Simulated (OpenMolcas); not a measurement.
**Pt6+: moving or changing the point charges**

Pt6+ among 6 point charges of -1.7 e arranged as an octahedron (Oh), 1.97 Å from the ion.
```
   1.9700    0.0000    0.0000  -1.70
   0.0000    1.9700    0.0000  -1.70
  -1.9700    0.0000    0.0000  -1.70
   0.0000   -1.9700    0.0000  -1.70
   0.0000    0.0000    1.9700  -1.70
   0.0000    0.0000   -1.9700  -1.70
```

```yaml
Program: OpenMolcas 26.06
Method: CASSCF
Basis: ANO-RCC-VDZP [7s6p4d2f]
Scalar_Hamiltonian: DKH2, point nucleus
Active_space: 4 electrons in 5 orbitals (5d)
State_averaging: 2S+1 = 5 even, 5 roots; 2S+1 = 3 even, 45 roots; 2S+1 = 1 even, 50 roots
Spin-orbit_coupling: state interaction with AMFI integrals over the reference wave functions
```

Runs around this geometry, states (labels of O, the rotations of Oh). Energies in cm-1 above the lowest state or level, χT in cm3 K/mol; 10Dq and B are least-squares fits to the states below 45000 cm-1, weighted by degeneracy, with a free offset, and given where the rms deviation is under 5 % of |10Dq| (or 100 cm-1) and under 700 cm-1.

| R (Å) | q (e) | Ground state | First state of that spin | 10Dq | B (rms of fit) | First gap with spin-orbit (degeneracies) | χT at 300 K | First state of another spin |
| --- | --- | --- | --- | --- | --- | --- | --- | --- |
| 1.97 | -1.1 | 5E | 5T2 3681 | 3813 | 1003 (33) | 7520 (1, 3) | 0.032 | 3T1 19270 |
| 1.83 | -1.7 | 5E | 5T2 8147 | 8413 | 1002 (87) | 7584 (1, 3) | 0.039 | 3T1 15552 |
| 1.97 | -1.7 | 5E | 5T2 5673 | 5874 | 1003 (56) | 7546 (1, 3) | 0.034 | 3T1 17707 |

Taking |10Dq| as R^-n, n = -ln(5874 / 8413) / ln(1.97 / 1.83) = 4.9 between the shortest and longest distance. The point-charge formula for a cubic d site gives n = 5.

Scaling the charges by -1.1 / -1.7 = 0.65 scales |10Dq| by 3813 / 5874 = 0.65; with fixed orbitals a first-order splitting would follow the charge.

Without dynamic correlation the repulsion within the d shell is too large (B by tens of per cent), so at a given field states of lower spin stand too high. Point charges give a weaker field than real ligands, and real ions of this kind are as a rule low spin; the high spin found here belongs to the model. Spin-orbit coupling mixes the spin-free states strongly: the lowest level takes only 30 % from its leading state, 5E (figures for R = 1.97, q = -1.1; the like holds for R = 1.83, q = -1.7, R = 1.97, q = -1.7). This field is weak: 10Dq is about 3813 cm-1, while octahedral complexes of 5d ions of charge 3 and more, computed by the same method with explicit ligands, had a median near 35000 cm-1. Ground spin and moment need not be those of a real site (figures for R = 1.97, q = -1.1; the like holds for R = 1.83, q = -1.7, R = 1.97, q = -1.7). The ground term spreads over less than 5000 cm-1, several times less than with real ligands, so orbital moments are less quenched and χT lies further from the spin-only value than at real sites (holds for R = 1.97, q = -1.1). Point charges carry no covalency, so the field is a model and not that of real ligands. No measured value stands beside these numbers.
